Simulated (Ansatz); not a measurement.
```yaml
crystal:
  periodic: [false, false, false]
  atoms:
    - {symbol: C, position_ang: [2.335929, 1.084587, -0.315218]}
    - {symbol: C, position_ang: [-0.341113, 2.606701, -0.216086]}
    - {symbol: C, position_ang: [-0.882288, -1.550618, 0.910437]}
    - {symbol: C, position_ang: [-1.456203, -2.484052, -0.173754]}
    - {symbol: O, position_ang: [-0.107626, -0.445747, 0.098889]}
    - {symbol: Sb, position_ang: [0.694028, 1.132798, 1.027280]}
    - {symbol: H, position_ang: [1.983709, 0.615707, -1.255871]}
    - {symbol: H, position_ang: [3.215736, 0.307590, 0.095451]}
    - {symbol: H, position_ang: [2.868714, 2.133177, -0.279544]}
    - {symbol: H, position_ang: [-1.429459, 2.799017, 0.079815]}
    - {symbol: H, position_ang: [-0.557588, 2.221921, -1.293689]}
    - {symbol: H, position_ang: [0.198360, 3.529320, -0.442649]}
    - {symbol: H, position_ang: [-0.146317, -2.060134, 1.522426]}
    - {symbol: H, position_ang: [-1.612148, -1.099682, 1.373960]}
    - {symbol: H, position_ang: [-2.001254, -3.398301, 0.468705]}
    - {symbol: H, position_ang: [-2.302525, -2.063565, -0.855204]}
    - {symbol: H, position_ang: [-0.725899, -3.004059, -0.784750]}
basis:
  gaussian: {orbitals: def2-mTZVP, final_grid: {core_spheres: 5, valence_spheres: 4, degree: 11}}
magnetization: {spin_polarized: true, initial_magnetization: 2}
hamiltonian: {xc: {name: B2PLYP}}
scf: {omitted_lower_state_checks: [starts]}
```

```sh
$ ansatz run in.yaml --threads 4 --pin off --events-out ev --progress --plain --max-ram 4787MiB
```

Shortened log:

```
Functional definition: B2PLYP
  name "B2PLYP"
  cite "Grimme, J. Chem. Phys. 124, 034108 (2006) doi:10.1063/1.2148954"
  cite "Becke, Phys. Rev. A 38, 3098 (1988) doi:10.1103/PhysRevA.38.3098"
  cite "Lee, Yang & Parr, Phys. Rev. B 37, 785 (1988) doi:10.1103/PhysRevB.37.785"
  parameter a = 0.53
  parameter c = 0.27
  exchange = (1 - a)*b88_x + a*exact_x
  correlation = (1 - c)*lyp_c + c*(mp2_os + mp2_ss)
these checks for a lower state are left out or cut short: starts
1725 factors; integrals over basis functions are off by at most 1.1e-3 eV
mean field evaluation 1: about -12869.2306 eV, gradient 5.5e1 eV
mean field evaluation 2: about -12869.3512 eV, gradient 5.5e1 eV
mean field evaluation 4: about -12881.6830 eV, gradient 2.8e1 eV
mean field evaluation 8: about -12885.3066 eV, gradient 1.1e0 eV
mean field evaluation 16: about -12885.3414 eV, gradient 7.3e-2 eV
mean field evaluation 32: about -12885.3417 eV, gradient 2.2e-4 eV
mean field -12885.34167807 eV, -473.5275726707 hartree, gradient 9.3e-6 eV, S^2 2.011854; 0 other end points of the search recorded, 0 dependent functions left out
9 core orbitals not correlated: weight in the atoms' cores, before any rotation towards them, 1.000 or more for the frozen orbitals, at most 0.000 for the correlated occupied ones
reference -12885.34187555 eV, -473.5275799282 hartree; 25, 23 occupied and 135, 137 virtual orbitals, 1725 factors
second order -31.20204807 eV of doubles, -0.00000000 eV of singles
Total energy: -12893.76642853 eV, -473.8371765398 hartree
Checks for a lower state left out: starts
```

Run time 7 s (4 threads of Intel Xeon Platinum 8259CL on a shared host), peak host memory 0.69 GiB.

In the def2 sets Sb takes a core potential; there is no spin–orbit coupling. Correlated methods freeze 9 core orbitals; core or outer-core shells of Sb are correlated, in sets that lack core-valence functions.
